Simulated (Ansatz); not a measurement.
`CCC#N` + `O[SiH](O)[SiH3]` → `CO[SiH](O)[SiH3]` + `CC#N`  (substitution at a C–C bond)

Gas-phase electronic energies from Ansatz, PBE0-D4/def2-TZVP geometries. CCSD(T)/CBS is the MP2 limit (def2-TZVPP, def2-QZVPP) plus CCSD(T) − MP2 in def2-TZVPP, frozen cores. This one scheme is used for every species. Each species was taken in one conformer, which may not be the lowest.

| species | CCSD(T)/def2-SVP energy (Eh) |
| --- | --- |
| `CCC#N` | -171.45202 |
| `O[SiH](O)[SiH3]` | -731.49319 |
| `CO[SiH](O)[SiH3]` | -770.64323 |
| `CC#N` | -132.28518 |

**Question.** Work out ΔE.

**Answer.** ΔE = (-770.64323) + (-132.28518) − (-171.45202) − (-731.49319) = 0.01680 Eh = +10.5 kcal/mol. CCSD(T)/CBS gives +12.9 kcal/mol.

Largest T1 diagnostic among the species: 0.013.

From BLYP to BHLYP (50 % exact exchange), in def2-TZVPP and without D4, ΔE moves by +0.9 kcal/mol. At CCSD(T), def2-SVP lies −2.4 kcal/mol from the extrapolated value and def2-TZVPP −0.5 kcal/mol. Leaving LDA and LC-ωPBE aside and taking each functional with its dispersion term where it has one, the values, not all of them listed here, spread over 3.0 kcal/mol, from BLYP-D4 to PBE-QIDH.
